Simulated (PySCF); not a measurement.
GeO₂, SMILES [O]=[Ge]=[O].

Geometry optimised at TPSSh-D3(BJ)/def2-TZVP.

Two levels are set side by side: TDA-PBE/def2-SVPD (PySCF) and ADC(2)/aug-cc-pVDZ (PySCF). Vertical, same geometry; the bases differ. Differences are taken from unrounded values.

| quantity | ADC(2) | TDA-PBE | TDA-PBE minus ADC(2) |
|---|---|---|---|
| lowest singlet excitation (eV) | 3.92 | 3.90 | -0.01 |

Here PBE gives about what the other level gives.

Rough cost on one machine, each run with all the roots and properties that it gave: ADC(2) against TDA-PBE about 20 times.
